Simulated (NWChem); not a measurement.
System meant: dimethoxyethane (C$_{4}$H$_{10}$O$_{2}$); SMILES O(C)CCOC

The following NWChem deck was run.

```
start job
memory heap 200 mb stack 900 mb global 1100 mb
geometry units angstroms noautosym nocenter noautoz
  C     -2.716599    -0.149651     0.469698
  O     -1.413498     0.322061     0.351452
  C     -0.710495    -0.249702    -0.708040
  C      0.710495     0.249702    -0.708040
  O      1.413498    -0.322061     0.351452
  C      2.716599     0.149651     0.469698
  H     -3.320738     0.055524    -0.438113
  H     -3.187272     0.361463     1.321464
  H     -2.749887    -1.242211     0.655527
  H     -1.181846     0.005837    -1.681373
  H     -0.699891    -1.356683    -0.629672
  H      1.181846    -0.005837    -1.681373
  H      0.699891     1.356683    -0.629672
  H      3.320738    -0.055524    -0.438113
  H      2.749887     1.242211     0.655527
  H      3.187272    -0.361463     1.321464
end
basis spherical
  * library 6-31g*
end
dft
  xc m06-l
  iterations 150
end
property
  shielding 8 1 2 3 7 8 9 10 11
end
task dft property
```

End of the output:

```
 Vector   28  Occ=0.000000D+00  E= 1.271080D-01
              MO Center= -3.4D-08, -7.6D-09, -5.2D-01, r^2= 8.6D+00
   Bfn.  Coefficient  Atom+Function         Bfn.  Coefficient  Atom+Function
  ----- ------------  ---------------      ----- ------------  ---------------
    34     -1.085951   3 C  s                48     -1.085951   4 C  s
     6      1.010041   1 C  s                76      1.010041   6 C  s
    92      0.717908  10 H  s                96      0.717908  12 H  s
    86     -0.568755   7 H  s               100     -0.568755  14 H  s
    94      0.535852  11 H  s                98      0.535852  13 H  s

 center of mass
 --------------
 x =  -0.00000000 y =  -0.00000000 z =   0.08321644

 moments of inertia (a.u.)
 ------------------
         160.038939555464         -19.796547403063          -0.000000000000
         -19.796547403063        1240.123362627093          -0.000000000000
          -0.000000000000          -0.000000000000        1168.946447979220

     Multipole analysis of the density
     ---------------------------------

     L   x y z        total         alpha         beta         nuclear
     -   - - -        -----         -----         ----         -------
     0   0 0 0     -0.000000    -25.000000    -25.000000     50.000000

     1   1 0 0      0.000000      0.000000      0.000000      0.000000
     1   0 1 0      0.000000      0.000000      0.000000     -0.000000
     1   0 0 1     -0.454026     -1.378607     -1.378607      2.303187

     2   2 0 0    -23.433655   -347.134692   -347.134692    670.835730
     2   1 1 0      1.395684     -9.601008     -9.601008     20.597700
     2   1 0 1     -0.000000     -0.000000     -0.000000     -0.000000
     2   0 2 0    -28.793437    -31.736788    -31.736788     34.680140
     2   0 1 1     -0.000000     -0.000000     -0.000000      0.000000
     2   0 0 2    -27.881551    -52.905362    -52.905362     77.929172

          -----------------------------------------
          Chemical Shielding Tensors (GIAO, in ppm)
          -----------------------------------------

 ------------------------------------------------------------------------
  xm06: d2 not coded                    0
 ------------------------------------------------------------------------
 ------------------------------------------------------------------------
  current input line :
    31: task dft property
 ------------------------------------------------------------------------
 ------------------------------------------------------------------------
 This error has not yet been assigned to a category
 ------------------------------------------------------------------------
 For more information see the NWChem manual at https://nwchemgit.github.io

0: xm06: d2 not coded:Received an Error in Communication
```

### Question
Can this run be used? If not, why, and what is the fix?

### Answer
The run crashed. Cause: this functional's second derivatives, which shieldings need, aren't coded here; the fix takes a hybrid GGA instead. This input runs:
```
start job
memory heap 200 mb stack 900 mb global 1100 mb
geometry units angstroms noautosym nocenter noautoz
  C     -2.716599    -0.149651     0.469698
  O     -1.413498     0.322061     0.351452
  C     -0.710495    -0.249702    -0.708040
  C      0.710495     0.249702    -0.708040
  O      1.413498    -0.322061     0.351452
  C      2.716599     0.149651     0.469698
  H     -3.320738     0.055524    -0.438113
  H     -3.187272     0.361463     1.321464
  H     -2.749887    -1.242211     0.655527
  H     -1.181846     0.005837    -1.681373
  H     -0.699891    -1.356683    -0.629672
  H      1.181846    -0.005837    -1.681373
  H      0.699891     1.356683    -0.629672
  H      3.320738    -0.055524    -0.438113
  H      2.749887     1.242211     0.655527
  H      3.187272    -0.361463     1.321464
end
basis spherical
  C library 6-31g*
  O library 6-31g*
  H library 6-31g*
end
dft
  xc pbe0
  iterations 150
end
property
  shielding 8 1 2 3 7 8 9 10 11
end
task dft property
```
It converges to -308.48993 Ha (PBE0/6-31G* (spherical d), GIAO).
